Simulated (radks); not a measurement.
The numbers below are computed, except where a source is named.
Question: Radial electron density D(r) = 4 pi r^2 rho(r) of an atom or ion with 13 electrons. Level of theory: scalar-relativistic Kohn-Sham, LDA (Slater exchange, VWN5 correlation), spin-polarised, spherical densities, finite nucleus; Fermi nuclear charge, rms radius of each element as measured or else 0.836 A^(1/3) + 0.57 fm (a radial shooting solver on a logarithmic mesh with Libxc functionals).

```
   r/bohr * D(r) (the largest magnitude, 27.3, reaches the edge; | marks zero)
  0.00323 | *
 0.003613 | *
 0.004042 |  *
 0.004521 |  *
 0.005056 |   *
 0.005701 |    *
 0.006377 |     *
 0.007132 |      *
 0.007978 |        *
 0.008923 |         *
  0.01006 |           *
  0.01125 |              *
  0.01259 |                *
  0.01408 |                   *
  0.01587 |                      *
  0.01775 |                          *
  0.01986 |                              *
  0.02221 |                                  *
  0.02484 |                                     *
  0.02801 |                                         *
  0.03133 |                                             *
  0.03505 |                                                *
   0.0392 |                                                  *
  0.04384 |                                                   *
  0.04943 |                                                    *
  0.05529 |                                                   *
  0.06185 |                                                 *
  0.06917 |                                              *
  0.07737 |                                           *
  0.08724 |                                        *
  0.09758 |                                      *
   0.1091 |                                     *
   0.1221 |                                      *
   0.1365 |                                        *
    0.154 |                                            *
   0.1722 |                                                *
   0.1926 |                                                    *
   0.2154 |                                                      *
    0.241 |                                                      *
   0.2717 |                                                   *
   0.3039 |                                             *
   0.3399 |                                      *
   0.3802 |                              *
   0.4252 |                      *
   0.4794 |               *
   0.5363 |           *
   0.5998 |         *
   0.6709 |         *
   0.7564 |         *
   0.8461 |        *
   0.9464 |       *
    1.059 |     *
    1.184 |   *
    1.335 | *
    1.493 |*
     1.67 |*
    1.868 *
    2.089 *
    2.356 *
    2.635 *
    2.947 *
```

What is the nuclear charge?

Answer: Z = 22. The innermost maximum, from 1s, lies near gamma/Z bohr with gamma = sqrt(1 - (Z/c)^2) = 0.987, here 0.0449 bohr (found: 0.0479), and its height grows with Z. The density is that of the titanium ion Ti9+ in [Ne] 3s2 3p1; the configuration itself is not fixed sharply by these data, and Z only to about a unit. D(r) has 2 maxima, at r = 0.0479, 0.228 bohr, and minima at 0.111 bohr, inside which lie 2.15 electrons.
